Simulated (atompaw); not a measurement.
## Before and after: PAW (atompaw) potential for Rh

```json
{
 "Element": "Rh (Z = 45)",
 "Generator": "atompaw 4.2.0.5",
 "Type": "PAW",
 "Functional": "PBE",
 "Relativity": "scalar-relativistic",
 "Frozen core": "[Ar] 3d10",
 "Valence charge": "17",
 "Reference configuration": "4s2 4p6 4d7 5s2 5p0",
 "Partial waves": "4s (bound): rc 1.60 bohr; 5s (bound): rc 2.20 bohr; 4p (bound): rc 1.80 bohr; 5p (bound, empty): rc 1.85 bohr; 4d (bound): rc 2.20 bohr; 4d channel at 0.05 Ry: rc 2.20 bohr",
 "Local potential": "troulliermartins scheme with l = 3 at 0 Ry, radius 2.00 bohr",
 "Core correction": "smooth core density matched at 2.05 bohr",
 "Augmentation charge": "besselshape compensation charge, radius 2.00 bohr; PAW radius 2.20 bohr; waves and projectors: custom rrkj vanderbiltortho"
}
```

All-electron outer shells of the reference configuration (PBE, scalar-relativistic, ld1.x):

```
shell  level (eV)  outermost node (bohr)  outermost maximum (bohr)
   3p     -486.75                   0.15                      0.34
   3d     -304.52                      –                      0.29
   4s      -86.10                   0.47                      0.88
   4p      -53.87                   0.47                      0.94
   4d       -8.68                   0.46                      1.13
   5s       -5.32                   1.18                      2.54
   5p       -1.32                   1.34                      3.51
```

Change: augmentation besselshape compensation charge, radius 2.00 bohr; PAW radius 2.20 bohr; waves and projectors: custom polynom gramschmidtortho.

Cutoffs: the cutoffs (Ry, on a coarse ladder) from which the occupation-weighted sum of valence levels, in a spherical-Bessel basis at the reference potential, stays within 10 and 1 mRy of its value at 400 Ry; they do not see the model core or the augmentation charge, which bear on the density cutoff.

Problem. What does the change do?

Solution. The potential gets harder (30 Ry and 50 Ry → 35 Ry and 55 Ry); the bound ghost in d disappears; the range in which the s phases agree widens (upper end 2.9 → 4.6); the range in which the d phases agree widens (upper end 2.4 → 3.7).

| quantity | base | changed |
| --- | --- | --- |
| cutoff, loose | 30 Ry | 35 Ry |
| cutoff, tight | 50 Ry | 55 Ry |
| bound ghosts | d | none |
| s: phases at 2.21 bohr within 0.05 rad from the reference energy up to (Ry; the scan ends near 5) | 2.9 | 4.6 |
| p: phases at 2.21 bohr within 0.05 rad from the reference energy up to (Ry; the scan ends near 5) | to the end of the scan | to the end of the scan |
| d: phases at 2.21 bohr within 0.05 rad from the reference energy up to (Ry; the scan ends near 5) | 2.4 | 3.7 |
| lowest overlap eigenvalue by channel | s 0.36, p 0.05, d 0.80 | s 0.46, p 0.79, d 0.91 |

 A true bound ghost makes a file unfit for plane-wave use even where its test errors are small: the radial tests pick states by their node count and pass the ghost by. The cutoffs see the waves, projectors and local potential, not the compensation charge or the core.
